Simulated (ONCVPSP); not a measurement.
**Potentials for antimony compared**

Generated with ld1.x 7.5 (TM, RRKJ, ultrasoft, PAW), atompaw 4.2 or ONCVPSP 4.0.1. The cutoff is in Ry: for ld1.x and atompaw files where the sum of valence levels is converged to 10 mRy in a Bessel basis, for ONCV files where the hardest occupied wave has 1 mHa per electron of residual kinetic energy. The error is the largest all-electron minus pseudo excitation energy over each file’s own four to seven test configurations (ionisations up to +4, promotions, holes and added fractions of an electron), all of which were solved. The labels leave out finer settings (local radius, basis sizes, second energies), which also bear on the numbers. Spin-polarised tests are not counted. The rows are a selection from randomly drawn settings: files with unsolved tests, undetermined cutoffs or missed reference levels are left out.

| potential | cutoff (Ry) | largest error (meV) | bound ghosts |
| --- | --- | --- | --- |
| ONCV, PBEsol, fully relativistic, rc 1.35/1.65/1.55 (spd), local smoothed, core correction yes, reference 4s2 4p6 4d10 5s2 5p3, qcut 8.8/6.6/10.9, projectors 2/3/1 | 82 | +18 | none |
| ONCV, LDA (Perdew-Wang 92), scalar-relativistic, rc 1.85/2.50/2.40 (spd), local smoothed, core correction yes, reference 5s1.5 5p3.5, qcut 2.7/3.1/4.4, projectors 2/1/1 | 82 | -1048 | none |
| ONCV, PBEsol, scalar-relativistic, rc 1.80/1.80 (sp), local p, core correction yes, reference 5s1 5p4, qcut 3.4/4.5, projectors 2/0 | 126 | -316 | none |

Task: Fill in the row for Sb: ONCV, PBEsol, scalar-relativistic, rc 1.20/1.20/1.20 (spd), local d, core correction no, reference 4s2 4p6 4d10 5s2 5p2.5, qcut 11.5/10.9/13.7, projectors 2/2/0.

Result: cutoff 104 Ry, largest error -19 meV, bound ghosts: none.

Task: Fill in the row for Sb: ONCV, LDA (Perdew-Zunger), scalar-relativistic, rc 1.30/1.10/1.15 (spd), local smoothed, core correction yes, reference 4s2 4p6 4d10 5s2 5p3, qcut 10.5/12.6/16, projectors 2/2/2.

Result: cutoff 114 Ry, largest error -9.4 meV, bound ghosts: none.
